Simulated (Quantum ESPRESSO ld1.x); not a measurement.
All-electron atom: Gd2+ in [Kr] 4d10 4f7 5s2 5p5.75 5d1.25 (fractional occupations, a model configuration).

Method: Dirac Kohn-Sham, BLYP, spin-unpolarised, spherical densities, point nucleus; open shells fill j = l - 1/2 first; computed with ld1.x of Quantum ESPRESSO 7.5.

Energy parts (hartree):
total: -11280.10
kinetic: 12303.27
electron-nucleus: -27679.47
Hartree: 4346.39
exchange-correlation: -250.30

Orbitals (lengths in bohr, moments of r in powers of bohr; <r^-3> diverges for s and p1/2; r(max) is where P^2 peaks):
| orbital | occ. | eigenvalue (hartree) | r(max) | <r^4> | <r^-3> | <r> |
|---|---|---|---|---|---|---|
| 1s1/2 | 2 | -1840.11 | 0.01391 | 1.140e-06 | - | 0.02190 |
| 2s1/2 | 2 | -304.097 | 0.07916 | 0.0001808 | - | 0.09274 |
| 2p1/2 | 2 | -288.777 | 0.05980 | 0.0001119 | - | 0.07745 |
| 2p3/2 | 4 | -263.193 | 0.06563 | 0.0001469 | 9906 | 0.08429 |
| 3s1/2 | 2 | -67.7982 | 0.2245 | 0.007029 | - | 0.2440 |
| 3p1/2 | 2 | -61.1618 | 0.2117 | 0.006392 | - | 0.2336 |
| 3p3/2 | 4 | -55.9149 | 0.2240 | 0.007838 | 2099 | 0.2467 |
| 3d3/2 | 4 | -44.4574 | 0.1780 | 0.005675 | 352.7 | 0.2187 |
| 3d5/2 | 6 | -43.3142 | 0.1814 | 0.006045 | 313.6 | 0.2228 |
| 4s1/2 | 2 | -14.0609 | 0.5159 | 0.1734 | - | 0.5528 |
| 4p1/2 | 2 | -11.4786 | 0.5202 | 0.1974 | - | 0.5648 |
| 4p3/2 | 4 | -10.3100 | 0.5464 | 0.2418 | 468.5 | 0.5944 |
| 4d3/2 | 4 | -6.05697 | 0.5542 | 0.3460 | 66.83 | 0.6303 |
| 4d5/2 | 6 | -5.84580 | 0.5627 | 0.3695 | 58.58 | 0.6407 |
| 4f5/2 | 6 | -0.84876 | 0.5645 | 2.508 | 8.272 | 0.8553 |
| 4f7/2 | 1 | -0.82097 | 0.5694 | 2.694 | 7.972 | 0.8674 |
| 5s1/2 | 2 | -2.34124 | 1.195 | 5.857 | - | 1.330 |
| 5p1/2 | 2 | -1.62773 | 1.301 | 9.696 | - | 1.488 |
| 5p3/2 | 3.75 | -1.46540 | 1.377 | 12.38 | 64.17 | 1.580 |
| 5d3/2 | 1.25 | -0.57343 | 1.864 | 71.93 | 4.282 | 2.346 |
| 5d5/2 | 0 | -0.56025 | 1.904 | 77.76 | 3.690 | 2.395 |

The highest occupied level is 5d3/2 at -15.604 eV. The density falls to 0.001 e/bohr^3 at r = 3.77 bohr.
